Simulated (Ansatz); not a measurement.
`[SiH3][O][In]([SH])[Cl]` + `[OH][Al]([OH])[O][SiH3]` → `[OH][Al]([O][SiH3])[O][SiH3]` + `[OH][In]([SH])[Cl]`  (ligand exchange at the Si–O bond)

Calculated with Ansatz (gas phase, PBE0-D4/def2-TZVP geometries, no zero-point term in ΔE). CCSD(T)/CBS is the MP2 limit (def2-TZVPP, def2-QZVPP) plus CCSD(T) − MP2 in def2-TZVPP, frozen cores. This one scheme is used for every species. DFT in def2-TZVPP. def2 core potentials past Kr. For In outer-core shells are correlated without core-valence functions, which leaves a few kJ/mol of doubt a bond. One conformer a species, not always the lowest.

**Question.** Is it downhill or uphill in electronic energy at CCSD(T)/CBS, and by how much? (Estimate.)

**Answer.** The calculation gave: Downhill: ΔE = -0.06 eV.

**Question.** What do these levels give: PBE-D4, r2SCAN-D4, ωB97M-V, B2PLYP, SCS-MP2/def2-QZVPP, HF/CBS(def2)? (An estimate is asked.)

**Answer.** The calculation gave: PBE-D4 -0.11, r2SCAN-D4 -0.11, ωB97M-V -0.08, B2PLYP -0.10, SCS-MP2/def2-QZVPP -0.07, HF/CBS(def2) -0.10 eV.

Largest T1 diagnostic among the species: 0.015.

In def2-TZVPP, CCSD(T) changes the Hartree–Fock value by +0.03 eV (the triples alone add +0.01 eV) and MP2 by +0.04 eV.
